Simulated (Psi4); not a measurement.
O3W, triplet, at a GFN2-xTB geometry (such geometries of metal compounds can be far from the true shape) (the multiplicity is a formal guess) (core potentials on W), with bond 4-1 at 1.3 times its length; HF/def2-SV(P) run with Psi4.

Input for Psi4:
```
memory 2 GB

molecule {
0 3
W    -0.00000000   -0.00000000   -0.00000000
O     1.53904904   -0.32151783   -0.68643171
O    -0.49796156   -0.83029806    1.41628866
O    -1.35341372    1.49736066   -0.94881403
}

set {
  basis def2-sv(p)
  reference uhf
  basis_guess true
}

energy('scf')
print_variables()
```

Task: Write the output that Psi4 gives for this input, abridged.

Result: 
```
  //>>>>>>>>>>>>>>>>>>>>>>>>>>>>>>>>>>>//
  //       Guess SCF, 3-21G Basis      //
  //<<<<<<<<<<<<<<<<<<<<<<<<<<<<<<<<<<<//

Traceback (most recent call last):
  File "psi4", line 375, in <module>
  File "<string>", line 26, in <module>
  File "site-packages/psi4/driver/driver.py", line 533, in energy
  File "site-packages/psi4/driver/procrouting/proc.py", line 2760, in run_scf
  File "site-packages/psi4/driver/procrouting/proc.py", line 1905, in scf_helper
  File "site-packages/psi4/driver/p4util/python_helpers.py", line 229, in _core_wavefunction_build
  File "site-packages/psi4/driver/p4util/python_helpers.py", line 169, in _pybuild_basis
  File "site-packages/psi4/driver/qcdb/libmintsbasisset.py", line 722, in pyconstruct
  File "site-packages/psi4/driver/qcdb/libmintsbasisset.py", line 976, in construct

psi4.driver.qcdb.exceptions.BasisSetNotFound: BasisSet::construct: Unable to find a basis set for atom 1 for key BASIS among:
  Shell Entries: ['W']
  Basis Sets: [('3-21G', '3-21G', None)]
  File Path: tmp_exdm0s4, tmp_exdm0s4, basis
  Input Blocks:

Printing out the relevant lines from the Psithon --> Python processed input file:
    """)
    core.IO.set_default_namespace("")
    core.set_global_option("BASIS", "def2-sv(p)")
    core.set_global_option("REFERENCE", "uhf")
    core.set_global_option("BASIS_GUESS", "true")
--> energy('scf')
    print_variables()

!----------------------------------------------------------------------------------!
!                                                                                  !
!  BasisSet::construct: Unable to find a basis set for atom 1 for key BASIS among: !
!   Shell Entries: ['W']                                                           !
!   Basis Sets: [('3-21G', '3-21G', None)]                                         !
!   File Path: tmp_exdm0s4,      !
!     tmp_exdm0s4,               !
!     basis                                          !
!   Input Blocks:                                                                  !
!                                                                                  !
!----------------------------------------------------------------------------------!

QcdbException BasisSetNotFound: BasisSet::construct: Unable to find a basis set for atom 1 for key BASIS among:
  Shell Entries: ['W']
  Basis Sets: [('3-21G', '3-21G', None)]
  File Path: tmp_exdm0s4, tmp_exdm0s4, basis
  Input Blocks:
```

The program refused the input.
